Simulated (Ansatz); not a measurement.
```yaml
crystal:
  periodic: [false, false, false]
  atoms:
    - {symbol: N, position_ang: [0.342580, 1.619927, -0.105831]}
    - {symbol: B, position_ang: [-0.449629, 0.578423, 0.344772]}
    - {symbol: Si, position_ang: [0.097887, -1.330768, 0.011286]}
    - {symbol: Cl, position_ang: [-1.375617, -2.268895, -1.104942]}
    - {symbol: H, position_ang: [0.105473, 2.589605, 0.031241]}
    - {symbol: H, position_ang: [1.203869, 1.489438, -0.611087]}
    - {symbol: H, position_ang: [-1.461598, 0.845602, 0.926915]}
    - {symbol: H, position_ang: [0.261966, -2.122966, 1.259378]}
    - {symbol: H, position_ang: [1.363370, -1.446667, -0.768831]}
basis:
  gaussian: {orbitals: STO-3G, point_charges: [{charge: 1.00, position_ang: [5.088, 0.456, 0.650]}]}
hamiltonian: {xc: {name: HF}}
correlation: {active_space: {window: {electrons: 40, orbitals: 30}}}
output: {forces: true}
```

```sh
$ ansatz run in.yaml --threads 2 --pin off --events-out ev --progress --plain --max-ram 4352MiB
```

Output, abridged:

```
Functional definition: HF
396 factors; integrals over basis functions are off by at most 5.3e-5 eV
mean field evaluation 1: about -22346.9907 eV, gradient 1.8e1 eV
mean field evaluation 2: about -22347.0625 eV, gradient 1.8e1 eV
mean field evaluation 4: about -22348.5527 eV, gradient 1.4e0 eV
mean field evaluation 8: about -22348.5613 eV, gradient 1.4e-2 eV
mean field -22348.56125348 eV, -821.2944776667 hartree, gradient 1.2e-6 eV, S^2 0.000000; 0 other end points of the search recorded, 0 dependent functions left out
reference -22348.56125348 eV, -821.2944776667 hartree; 24, 24 occupied and 9, 9 virtual orbitals, 396 factors
Error: 40 electrons in 30 orbitals form no window around the highest filled level of the reference
```

In this input the active space doesn't fit the electrons. The run stopped with an error.
